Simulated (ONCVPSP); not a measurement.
# mercury: variants of one ONCV potential

Base potential:

- Element: mercury (Hg)
- Generator: ONCVPSP 4.0.1
- Type: optimised norm-conserving Vanderbilt (ONCV)
- Functional: PW91
- Relativity: scalar-relativistic
- Frozen core: [Kr] 4d10 4f14
- Valence charge: 20
- Reference configuration: 5s2 5p6 5d10 6s0.5 (charge +1.5)
- Partial waves: 5s+6s: rc 1.45 bohr, ncon 4, nbas 8, qcut 9 1/bohr, 3 projectors, debl 2.4 Ha; 5p: rc 1.20 bohr, ncon 4, nbas 8, qcut 7.9 1/bohr, 2 projectors, debl 3.2 Ha; 5d: rc 1.95 bohr, ncon 5, nbas 10, qcut 9.6 1/bohr, 2 projectors, debl 0.7 Ha; f scattering state at 0.22 Ha: rc 1.90 bohr, ncon 4, nbas 9, qcut 6.8 1/bohr, 2 projectors, debl 1.8 Ha
- Local potential: polynomial inside 1.10 bohr (lpopt 2, dvloc0 2 Ha)
- Core correction: Teter function, fcfact 6, rcfact 1.25

In the d channel the program set the typed energies aside and used -0.874, 0.250 Ha.

Cutoffs, loose and tight: the cutoffs (Ha) at which the residual kinetic energy of the hardest occupied pseudo-wave falls to 1 and 0.1 mHa per electron. They do not see the model core or the augmentation charge, which bear on the density cutoff. Test errors are all-electron minus pseudo excitation energies from the reference, over the configurations 5s2 5p6 5d10 6s2; 5s2 5p6 5d10 6s1; 5s2 5p6 5d10 6s0; 5s2 5p6 5d10 6s0 6p1. A dash means not determined; rows that change the core or the reference have their own tests.

A true bound ghost makes a file unfit for plane-wave use even where its test errors are small: the radial tests pick states by their node count and pass the ghost by.

| change | outcome | cutoff, loose | cutoff, tight | bound ghosts | GHOST(+) flags above zero | largest test error (meV) |
| --- | --- | --- | --- | --- | --- | --- |
| base | generated, projector energies reset by the program | 54 Ha | 137 Ha | none | s | +4.3 |
| f: rc 1.3 | generated, projector energies reset by the program | 54 Ha | 137 Ha | f | s | +4.3 |
| f: rc 1.44 | generated, projector energies reset by the program | 54 Ha | 137 Ha | f | s, f | +4.3 |
| f: rc 1.68 | generated, projector energies reset by the program | 54 Ha | 137 Ha | none | s, f | +4.3 |
| f: rc 1.8 | generated, projector energies reset by the program | 54 Ha | 137 Ha | f | s, f | +4.3 |
| f: rc 1.94 | generated, projector energies reset by the program | 54 Ha | 137 Ha | none | s | +4.3 |
| f: rc 2.16 | generated, projector energies reset by the program | 54 Ha | 137 Ha | none | s | +4.3 |
| f: rc 2.32 | generated, projector energies reset by the program | 54 Ha | 137 Ha | none | s | +4.3 |
| f: rc 2.4 | generated, projector energies reset by the program | 54 Ha | 137 Ha | none | s | +4.3 |
| f: rc 2.58 | generated, projector energies reset by the program | 54 Ha | 137 Ha | none | s | +4.3 |
| f: rc 2.76 | generated, projector energies reset by the program | 54 Ha | 137 Ha | none | s | +4.3 |

Reading the sweep of the f radius (base included, trends over the rows without a ghost): The loose cutoff stays near 54 Ha. The median size of the test errors (rows with all tests solved) stays near 3.3 meV. Bound ghosts are found at 1.3, 1.44, 1.8 bohr.
